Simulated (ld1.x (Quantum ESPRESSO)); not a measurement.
What the settings do to the TM potential of tin (Sn)

Base potential:

Sn (Z = 50), norm-conserving Troullier–Martins (Kleinman–Bylander form), made with ld1.x (Quantum ESPRESSO) 7.5 (PW91, scalar-relativistic). Core [Kr] 4d10, reference 5s2 5p2. Waves: 5s (bound): rc 1.70 bohr; 5p (bound): rc 2.65 bohr. Local part: all-electron potential smoothed inside 1.70 bohr (lloc = -2). Core correction: none.

All-electron outer shells of the reference configuration (PW91, scalar-relativistic, ld1.x):

```json
{"shell": "4p", "level (eV)": "-89.73", "outermost node (bohr)": "0.41", "outermost maximum (bohr)": "0.79"}
{"shell": "4d", "level (eV)": "-25.88", "outermost node (bohr)": "0.39", "outermost maximum (bohr)": "0.88"}
{"shell": "5s", "level (eV)": "-10.62", "outermost node (bohr)": "0.98", "outermost maximum (bohr)": "2.01"}
{"shell": "5p", "level (eV)": "-3.74", "outermost node (bohr)": "1.09", "outermost maximum (bohr)": "2.55"}
```

Cutoffs, loose and tight: the cutoffs (Ry, on a coarse ladder) from which the occupation-weighted sum of valence levels, in a spherical-Bessel basis at the reference potential, stays within 10 and 1 mRy of its value at 400 Ry. They do not see the model core or the augmentation charge, which bear on the density cutoff. Test errors are all-electron minus pseudo excitation energies from the reference, over the configurations 5s2 5p1; 5s2 5p0; 5s1 5p0; 5s2 5p1.5; 5s1 5p2; 5s2 5p2.3; 5s0 5p4. A dash means not determined; rows that change the core or the reference have their own tests.

| change | outcome | cutoff, loose | cutoff, tight | bound ghosts | largest test error (meV) |
| --- | --- | --- | --- | --- | --- |
| base | generated | 25 Ry | 50 Ry | none | +185 |
| core correction a·sin(br)/r model core inside 0.82 bohr | generated | 25 Ry | 50 Ry | none | -314 |
| core correction a·sin(br)/r model core inside 1.04 bohr | generated | 25 Ry | 50 Ry | none | -314 |
| core correction a·sin(br)/r model core inside 1.28 bohr | generated | 25 Ry | 50 Ry | none | -314 |
| core correction a·sin(br)/r model core inside 1.48 bohr | generated | 25 Ry | 50 Ry | none | -313 |
| core correction a·sin(br)/r model core inside 1.74 bohr | generated | 25 Ry | 50 Ry | none | -309 |
| core correction a·sin(br)/r model core inside 2.02 bohr | generated | 25 Ry | 50 Ry | none | -307 |
